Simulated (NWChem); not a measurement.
System: Si$_{3}$H$_{7}$F; SMILES F[SiH2][SiH2][SiH3]

Here is an NWChem input.

```
start job
memory heap 200 mb stack 900 mb global 1100 mb
geometry units angstroms noautosym nocenter noautoz
  Si    -0.599945     2.042958     0.086466
  Si     1.119701     0.465945    -0.175131
  Si     0.169805    -1.649956     0.191624
  F     -1.404578    -1.539842    -0.236315
  H     -1.248701     1.852687     1.419592
  H     -0.061631     3.435573     0.003476
  H     -1.619332     1.846861    -0.987341
  H      1.701115     0.555596    -1.551922
  H      2.213073     0.698671     0.821843
  H      0.224253    -2.019412     1.637271
  H      0.789446    -2.737364    -0.621130
end
basis spherical
  Si library def2-svp
  F library def2-svp
  H library def2-svp
end
dft
  xc xpbe96 cpbe96
  iterations 150
end
cosmo
  do_cosmo_smd true
  solvent hexane
end
task dft energy
```

Excerpt of the output:

```
             Northwest Computational Chemistry Package (NWChem) 7.3.0
             --------------------------------------------------------

                             Geometry "geometry" -> ""
                             -------------------------

 Output coordinates in angstroms (scale by  1.889725989 to convert to a.u.)

  No.       Tag          Charge          X              Y              Z
 ---- ---------------- ---------- -------------- -------------- --------------
    1 Si                  14.0000    -0.59994500     2.04295800     0.08646600
    2 Si                  14.0000     1.11970100     0.46594500    -0.17513100
    3 Si                  14.0000     0.16980500    -1.64995600     0.19162400
    4 F                    9.0000    -1.40457800    -1.53984200    -0.23631500
    5 H                    1.0000    -1.24870100     1.85268700     1.41959200
    6 H                    1.0000    -0.06163100     3.43557300     0.00347600
    7 H                    1.0000    -1.61933200     1.84686100    -0.98734100
    8 H                    1.0000     1.70111500     0.55559600    -1.55192200
    9 H                    1.0000     2.21307300     0.69867100     0.82184300
   10 H                    1.0000     0.22425300    -2.01941200     1.63727100
   11 H                    1.0000     0.78944600    -2.73736400    -0.62113000

 Effective nuclear repulsion energy (a.u.)     271.8658574959

  pbe96 is a nonlocal functional; adding pw91lda local functional.

                                 NWChem DFT Module
                                 -----------------

 Summary of "ao basis" -> "ao basis" (spherical)
 ------------------------------------------------------------------------------
       Tag                 Description            Shells   Functions and Types
 ---------------- ------------------------------  ------  ---------------------
 Si                         def2-svp                 8       18   4s3p1d
 F                          def2-svp                 6       14   3s2p1d
 H                          def2-svp                 3        5   2s1p

 in cosmo_initialize ...
 calling solv_data for solv:hexane

 solvent parameters
 solvname_short: hexane
 solvname_long:  n-hexane
 dielec:        1.8819
 dielecinf:     1.8903
 nonaqueous SMD model solvent descriptors
 dielec:        1.8819
 sola:          0.0000
 solb:          0.0000
 solc:          0.0000
 solg:         25.7500
 solh:          0.0000
 soln:          1.3749

          ---------------
          -cosmo- solvent
          ---------------
 Cosmo: York-Karplus, doi: 10.1021/jp992097l
 dielectric constant -eps-     =   1.88
 screen = (eps-1)/(eps    )    =   0.46862
 surface charge correction     = lagrangian

   van der Waals surface
 --------------------------

 ---------- ATOMIC COORDINATES (A.U.) ------------ VDWR(ANG.) --
     1   -1.13373166    3.86063083    0.16339705     2.470
     2    2.11592808    0.88050838   -0.33094960     2.470
     3    0.32088492   -3.11796473    0.36211685     2.470
     4   -2.65426755   -2.90987945   -0.44657060     1.730
     5   -2.35970273    3.50107077    2.68263990     1.200
     6   -0.11646570    6.49229158    0.00656869     1.200
     7   -3.06009376    3.49006123   -1.86580395     1.200
     8    3.21464123    1.04992420   -2.93270734     1.200
     9    4.18210156    1.32029675    1.55305808     1.200
    10    0.42377672   -3.81613534    3.09399356     1.200
    11    1.49183662   -5.17286789   -1.17376550     1.200
 number of segments per atom =        128
 number of   points per atom =        128
 atom (   nspa,  nppa )
 ----------------------
    1 (     83,     0 )       0
    2 (     61,     0 )       0
    3 (     75,     0 )       0
    4 (     64,     0 )       0
    5 (     34,     0 )       0
    6 (     32,     0 )       0
    7 (     34,     0 )       0
    8 (     34,     0 )       0
    9 (     34,     0 )       0
   10 (     32,     0 )       0
   11 (     33,     0 )       0
 number of -cosmo- surface points =      516
 molecular surface =    151.919 angstrom**2
 molecular volume  =    154.675 angstrom**3
 -lineq- algorithm             =   0
 -bem- low  level              =   3
 -bem- from -octahedral-
 gaussian surface charge width =   4.50000
 degree of switching           =   1.00000
 switching function tolerance  =   0.00010
 atomic radii =
 --------------
    1 14.000  2.470
    2 14.000  2.470
    3 14.000  2.470
    4  9.000  1.730
    5  1.000  1.200
    6  1.000  1.200
    7  1.000  1.200
    8  1.000  1.200
    9  1.000  1.200
   10  1.000  1.200
   11  1.000  1.200
 ...... end of -cosmo- initialization ......

 nat:                    11
 ixmem:                  6636
 calling mnsol_interface()
 G(SMD-CDS) energy (kcal/mol)  =    -0.386
 SMD-CDS SASA (angstrom**2)    =   179.069

            General Information
            -------------------
          SCF calculation type: DFT
          Wavefunction type:  closed shell.
          No. of atoms     :    11
          No. of electrons :    58
           Alpha electrons :    29
            Beta electrons :    29
          Charge           :     0
          Spin multiplicity:     1
          Use of symmetry is: off; symmetry adaption is: off
          Maximum number of iterations: 150
          AO basis - number of functions:   103
                     number of shells:    51
          Convergence on energy requested:  1.00D-06
          Convergence on density requested:  1.00D-05
          Convergence on gradient requested:  5.00D-04

              XC Information
              --------------
          PerdewBurkeErnzerhof Exchange Functional  1.000
            Perdew 1991 LDA Correlation Functional  1.000 local
           PerdewBurkeErnz. Correlation Functional  1.000 non-local

             Grid Information
             ----------------
          Grid used for XC integration:  medium
          Radial quadrature: Mura-Knowles
          Angular quadrature: Lebedev.
          Tag              B.-S. Rad. Rad. Pts. Rad. Cut. Ang. Pts.
          ---              ---------- --------- --------- ---------
          Si                  1.10       88          12.0       590
          F                   0.50       49          12.0       434
          H                   0.35       45          14.0       434
          Grid pruning is: on
          Number of quadrature shells:   628
          Spatial weights used:  Erf1

      Superposition of Atomic Density Guess
      -------------------------------------

 Sum of atomic energies:        -969.00309743

      Non-variational initial energy
      ------------------------------

 Total energy =    -970.007982
 1-e energy   =   -1885.829788
 2-e energy   =     643.955948
 HOMO         =      -0.293272
 LUMO         =       0.021552

   convergence    iter        energy       DeltaE   RMS-Dens  Diis-err
 ---------------- ----- ----------------- --------- --------- ---------
     COSMO gas phase
 d= 0,ls=0.0,diis     1   -971.5767785674 -1.24D+03  1.92D-02  6.05D-01
 d= 0,ls=0.0,diis     2   -971.4260853210  1.51D-01  1.23D-02  2.39D+00
 d= 0,ls=0.0,diis     3   -971.6448922942 -2.19D-01  2.18D-03  4.00D-02
 d= 0,ls=0.0,diis     4   -971.6478099440 -2.92D-03  9.43D-04  5.90D-03
 d= 0,ls=0.0,diis     5   -971.6488130199 -1.00D-03  1.98D-04  2.69D-04
  Resetting Diis
 d= 0,ls=0.0,diis     6   -971.6488691678 -5.61D-05  4.15D-05  1.44D-05
 d= 0,ls=0.0,diis     7   -971.6488720543 -2.89D-06  1.43D-05  3.80D-07
 d= 0,ls=0.0,diis     8   -971.6488720158  3.85D-08  7.84D-06  9.51D-07

   convergence    iter        energy       DeltaE   RMS-Dens  Diis-err
 ---------------- ----- ----------------- --------- --------- ---------
     COSMO solvation phase
 d= 0,ls=0.0,diis     1   -971.6504027502 -1.53D-03  4.19D-04  1.71D-04
 d= 0,ls=0.0,diis     2   -971.6504110513 -8.30D-06  1.64D-04  3.36D-04
 d= 0,ls=0.0,diis     3   -971.6504478485 -3.68D-05  2.97D-05  2.01D-05
 d= 0,ls=0.0,diis     4   -971.6504493532 -1.50D-06  1.20D-05  8.92D-07
 d= 0,ls=0.0,diis     5   -971.6504495145 -1.61D-07  2.97D-06  5.57D-08

         Total DFT energy =     -971.650449514471
      One electron energy =    -1888.704759550657
           Coulomb energy =      720.390183267481
    Exchange-Corr. energy =      -75.200132756822
 Nuclear repulsion energy =      271.865857495855

             COSMO energy =       -0.001597970328

 Numeric. integr. density =       57.999962651318

                                COSMO-SMD solvation results
                                ---------------------------

             internal energy in gas <Psi(g)|H|Psi(g)> =      -971.648872015761
         internal energy in solvent <Psi(s)|H|Psi(s)> =      -971.648821033579
                               delta internal energy  =         0.000050982183 (    0.03 kcal/mol)
   total free energy in solvent <Psi(s)|H+V/2|Psi(s)> =      -971.649834927050
 polarization energy contribution <Psi(s)|V/2|Psi(s)> =        -0.001013893472 (   -0.64 kcal/mol)
    total free energy in solvent including G(SMD-CDS) =      -971.650449514471
                       G(SMD-CDS) energy contribution =        -0.000614587421 (   -0.39 kcal/mol)
     1 M fixed-concentration free energy of solvation =        -0.001577498710 (   -0.99 kcal/mol)

                       DFT Final Molecular Orbital Analysis
                       ------------------------------------

 Vector   27  Occ=2.000000D+00  E=-2.958545D-01
              MO Center=  3.2D-01, -1.1D+00,  1.6D-01, r^2= 5.2D+00
   Bfn.  Coefficient  Atom+Function         Bfn.  Coefficient  Atom+Function
  ----- ------------  ---------------      ----- ------------  ---------------
    99     -0.262310  11 H  s                60      0.257968   4 F  pz
    94      0.257901  10 H  s                46      0.191222   3 Si pz
    89     -0.190556   9 H  s                63     -0.183945   4 F  pz
    95      0.179680  10 H  s               100     -0.179461  11 H  s
    79     -0.125023   7 H  s                84      0.124591   8 H  s

 Vector   28  Occ=2.000000D+00  E=-2.783502D-01
              MO Center=  3.6D-01,  5.8D-01, -1.2D-02, r^2= 4.5D+00
   Bfn.  Coefficient  Atom+Function         Bfn.  Coefficient  Atom+Function
  ----- ------------  ---------------      ----- ------------  ---------------
    26      0.274487   2 Si px               29      0.239552   2 Si px
    84      0.201604   8 H  s                 8     -0.197184   1 Si px
    89      0.159195   9 H  s                11     -0.157281   1 Si px
    23     -0.150215   2 Si px               69      0.145419   5 H  s
    59     -0.143865   4 F  py               21     -0.132529   2 Si s

 Vector   29  Occ=2.000000D+00  E=-2.538513D-01
              MO Center=  4.0D-01, -2.5D-02, -5.5D-03, r^2= 4.7D+00
   Bfn.  Coefficient  Atom+Function         Bfn.  Coefficient  Atom+Function
  ----- ------------  ---------------      ----- ------------  ---------------
    27      0.299626   2 Si py               30      0.290129   2 Si py
    45     -0.235663   3 Si py               59     -0.174796   4 F  py
    12     -0.165986   1 Si py               24     -0.161084   2 Si py
    48     -0.151090   3 Si py               99      0.149704  11 H  s
     9     -0.146159   1 Si py                8      0.131405   1 Si px

 Vector   30  Occ=0.000000D+00  E=-5.137730D-02
              MO Center=  4.0D-01, -5.2D-01,  9.7D-02, r^2= 5.3D+00
   Bfn.  Coefficient  Atom+Function         Bfn.  Coefficient  Atom+Function
  ----- ------------  ---------------      ----- ------------  ---------------
    47      0.710140   3 Si px               29      0.488998   2 Si px
     4      0.443240   1 Si s                11      0.405043   1 Si px
    75     -0.380512   6 H  s                90     -0.332807   9 H  s
    22     -0.310647   2 Si s                57      0.291475   4 F  s
    40      0.266992   3 Si s               100     -0.244871  11 H  s

 Vector   31  Occ=0.000000D+00  E=-2.833258D-02
              MO Center=  5.7D-01,  3.0D-01, -1.1D-01, r^2= 4.9D+00
   Bfn.  Coefficient  Atom+Function         Bfn.  Coefficient  Atom+Function
  ----- ------------  ---------------      ----- ------------  ---------------
    31      0.873518   2 Si pz               85      0.744974   8 H  s
    90     -0.548863   9 H  s               100      0.434283  11 H  s
    13      0.346417   1 Si pz               49      0.335265   3 Si pz
    70     -0.318630   5 H  s                80      0.275904   7 H  s
    95     -0.244083  10 H  s                84      0.208103   8 H  s

 Vector   32  Occ=0.000000D+00  E=-7.477643D-03
              MO Center=  3.5D-01,  7.6D-01, -3.3D-02, r^2= 5.3D+00
   Bfn.  Coefficient  Atom+Function         Bfn.  Coefficient  Atom+Function
  ----- ------------  ---------------      ----- ------------  ---------------
    30      0.926066   2 Si py               12      0.792653   1 Si py
     4     -0.596287   1 Si s                39      0.462963   3 Si s
    80      0.440856   7 H  s                40      0.432485   3 Si s
    75     -0.427814   6 H  s                48      0.390463   3 Si py
    70      0.371104   5 H  s                 3     -0.276267   1 Si s

     Multipole analysis of the density
     ---------------------------------

     L   x y z        total         alpha         beta         nuclear
     -   - - -        -----         -----         ----         -------
     0   0 0 0     -0.000000    -29.000000    -29.000000     58.000000

     1   1 0 0      0.510515      1.189845      1.189845     -1.869175
     1   0 1 0      0.043724     -1.678222     -1.678222      3.400169
     1   0 0 1      0.100531      0.015892      0.015892      0.068748

     2   2 0 0    -38.119030   -114.408387   -114.408387    190.697743
     2   1 1 0     -1.477293     -0.826972     -0.826972      0.176651
     2   1 0 1     -0.127249      1.984619      1.984619     -4.096487
     2   0 2 0    -36.765180   -289.673593   -289.673593    542.582007
     2   0 1 1     -0.368303      1.416339      1.416339     -3.200981
     2   0 0 2    -36.510755    -37.344829    -37.344829     38.178903
```

Level: PBE/def2-SVP, SMD on the gas-phase geometry. The geometry was optimised at PBE0/def2-SVP. Solvent: n-hexane.
